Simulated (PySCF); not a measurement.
A structure optimised at ωB97X-D3(BJ)/def2-SVP, used in a PySCF frequency run:

```
Si
F 1 1.6418
N 1 1.7102 2 113.81
H 3 1.0149 1 117.97 2 -83.64
C 3 1.4524 4 114.23 1 -164.21
H 5 1.1017 3 109.50 4 -175.52
H 5 1.1035 6 107.10 3 -121.02
H 5 1.1055 6 107.30 7 -115.74
H 1 1.4855 2 105.16 3 117.83
C 1 1.8588 9 115.62 2 -115.25
C 10 1.3389 1 121.49 9 114.59
H 11 1.0962 10 121.05 1 -0.41
H 11 1.0969 12 116.68 10 -179.98
H 10 1.0983 11 118.69 12 179.87
```

Write its SMILES and formula.

C=C[Si@H](F)NC, C₃H₈FNSi

What are its rotational constants (standard atomic weights)?

5.4336, 1.6949, 1.4168 GHz
